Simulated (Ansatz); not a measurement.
Consider the redistribution: `[OH][InH][ZnH]` + `BN(C)CC` → `B[N](C)[ZnH]` + `C[CH2][InH][OH]`.

Isolated molecules relaxed with PBE0-D4/def2-TZVP in Ansatz; ΔE leaves out vibrations. CCSD(T)/CBS is the MP2 limit (def2-TZVPP, def2-QZVPP) plus CCSD(T) − MP2 in def2-TZVPP, frozen cores. DFT in def2-TZVPP. B3LYP here is the variant with VWN-RPA as its local correlation; programs differ in this. Elements past krypton have def2 core potentials. For In, Zn outer-core shells are correlated without core-valence functions, which leaves a few kJ/mol of doubt a bond. Scalar relativity is left out up to krypton. Each species was taken in one conformer, which may not be the lowest.

(1) Is it downhill or uphill in electronic energy at CCSD(T)/CBS, and by how much? (Estimate.)

(2) What do these levels give: B2PLYP, B3LYP, MP2/def2-TZVPP, SCS-MP2/def2-QZVPP, HF/CBS(def2), CCSD/CBS(def2)? (Estimate.)

Largest T1 diagnostic among the species: 0.017.

## Answers

(1) Computed: Uphill: ΔE = +17.8 kJ/mol.

(2) The calculation gave: B2PLYP 19.6, B3LYP 28.5, MP2/def2-TZVPP 4.7, SCS-MP2/def2-QZVPP 11.5, HF/CBS(def2) 38.0, CCSD/CBS(def2) 21.9 kJ/mol.

From PBE to PBE0 (25 % exact exchange), in def2-TZVPP and without D4, ΔE moves by +4.4 kJ/mol. In def2-TZVPP, CCSD(T) changes the Hartree–Fock value by −27.9 kJ/mol (the triples alone add −4.1 kJ/mol) and MP2 by −35.9 kJ/mol.
